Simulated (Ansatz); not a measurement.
A run for Ansatz (an electronic-structure program): R-BLYP/def2-TZVPP on BH5P2 (SMILES PBP), a point of a torsion scan.

Ansatz 0.2 input:
```yaml
crystal:
  periodic: [false, false, false]
  atoms:
    - {symbol: P, position_ang: [1.76093425, 0.00635461, -0.29677497]}
    - {symbol: B, position_ang: [0.09141776, -0.77616765, 0.02916443]}
    - {symbol: P, position_ang: [-1.44677617, -0.31518750, -0.92577130]}
    - {symbol: H, position_ang: [1.39718597, 1.26959650, -0.72990274]}
    - {symbol: H, position_ang: [2.09169782, 0.37821108, 0.98933282]}
    - {symbol: H, position_ang: [0.05919683, -1.71656284, 0.72862843]}
    - {symbol: H, position_ang: [-1.39203387, 1.06520996, -0.88633836]}
    - {symbol: H, position_ang: [-2.39035335, -0.44062546, 0.07295291]}
basis:
  gaussian:
    orbitals: def2-TZVPP
hamiltonian:
  xc: {name: BLYP}
scf: {lower_state_search: off}
```

Output:

```
WARN ansatz: RAYON_NUM_THREADS=1 ignored (pool sized by the plan → 1); use --threads N
Functional definition: BLYP
these checks for a lower state are left out or cut short: stability, starts, cluster_reference, orbital_swaps, neighbouring_geometries, increment
integrals: 0.09 GiB planned
1038 factors; their error is unknown
mean field: 0.67 GiB planned
mean field evaluation 1: about -19330.1452 eV, gradient 3.7e1 eV
mean field evaluation 2: about -19322.9879 eV, gradient 5.8e1 eV
mean field evaluation 4: about -19334.7941 eV, gradient 3.7e0 eV
mean field evaluation 8: about -19334.8274 eV, gradient 7.8e-2 eV
mean field evaluation 16: about -19334.7964 eV, gradient 1.0e-4 eV
mean field -19334.79635021 eV, -710.5406602744 hartree, gradient 4.7e-6 eV, S^2 0.000000; 0 other end points of the search recorded, 0 dependent functions left out
reference -19334.79670026 eV, -710.5406731388 hartree; 20, 20 occupied and 165, 165 virtual orbitals, 1038 factors
Total energy: -19334.79670026 eV, -710.5406731388 hartree
Checks for a lower state left out: stability, starts, cluster_reference, orbital_swaps, neighbouring_geometries, increment
```

The run converged.

Cost: around 1.2 core-seconds (rough).
